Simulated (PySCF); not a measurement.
## Electron correlation in Cs+ (caesium, charge +1)

[Xe], closed-shell 1S. Computed with PySCF 2.14 in Sapporo-DKH3-DZP-2012, with the spin-free X2C one-electron Hamiltonian (Gaussian nucleus). Frozen: [Kr] 4d10 5s2; 6 electrons correlated.

Total MP2 correlation energy: -83.36 mhartree.

Same-spin part -24.97 and opposite-spin part -58.40 mhartree; SCS-MP2 scales them by 1/3 and 6/5 to -78.40 mhartree.

```
  level  correlation energy (mhartree)
   CCSD                         -91.88
    (T)                          -0.13
CCSD(T)                         -92.01
```

Diagnostics: T1 = 0.00078, D1 = 0.0011, largest double amplitude 0.049.

Cost of the coupled-cluster step: 0.06 s of wall time on 1 thread of Neoverse-V1 (shared host), for 6 correlated electrons.
